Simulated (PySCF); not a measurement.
Structure elucidation problem

The spectra below were simulated for a compound C2H5FO2Si.

¹H NMR (600 MHz, computed): δ 7.45 (m, 1H), 7.34 (m, 1H), 4.72 (s, 2H), 2.20 (br s, 1H).

¹³C{¹H} NMR (computed): δ 154.3 (CH), 138.2 (CH).

- PBE0/pcSseg-1 with gauge-including orbitals
- geometry from GFN2-xTB
- program: PySCF 2.14.0 with density-fitted response routines
- one conformer, no relativistic terms, one averaged value for each set of equivalent atoms, gas phase

Referencing at the same level of theory: TMS for ¹H, ¹³C.

Which candidate is it?
A. O[SiH2]O/C=C/F
B. CO[Si@@H](F)C=O
C. O=C(O)C[SiH2]F
D. COC(=O)[SiH2]F
E. CC(=O)O[SiH2]F

Results:

A. 

1. The formula gives 1 degree of unsaturation (no ring in the answer).
2. 2 carbon signals for 2 carbons: no two carbons are equivalent.
3. Carbon types of the structure: 2 × CH, leaving 3 H on heteroatoms.
4. δC 154.3: β carbon of an enol-ether or enamine type C=C.
5. δC 138.2: alkene carbon bearing oxygen; an sp2 carbon further deshielded by the attached heteroatom.
6. δH 7.45: hydrogen on a β carbon of an enol-ether or enamine type C=C; attached to an sp2 carbon and in the plane of the double bond.
7. δH 7.34: hydrogen on an alkene carbon bearing oxygen; attached to an sp2 carbon and in the plane of the double bond.
8. δH 2.20: hydrogen on an oxygen bonded to Si; exchangeable, gas-phase position.

The others: O=C(O)C[SiH2]F would give 2 signals for carbon-bound and other non-exchanging H, not 3; CC(=O)O[SiH2]F would give 2 signals for carbon-bound and other non-exchanging H, not 3; COC(=O)[SiH2]F would give 2 signals for carbon-bound and other non-exchanging H, not 3; CO[Si@@H](F)C=O has carbons computed at 241.6, 53.7, with a different DEPT pattern.

The OH or NH signal is concentration- and solvent-dependent in practice; the value given is the gas-phase one. Splittings by ¹⁹F in the carbon and heteronuclear signals aren't shown, as no couplings were computed. Shifts are as computed. Against solution values, carbons near 30 ppm lie about +3 ppm off and those near 130 ppm about +5 ppm. Of 1211 compounds with measured shifts, 218 miss one by over three times the rms of a fit or turn the order of signals round; such compounds aren't used in these exercises. Multiplicities follow the n + 1 count of equivalent neighbours, as no J values were calculated; m marks all less simple cases, F and P coupling included.
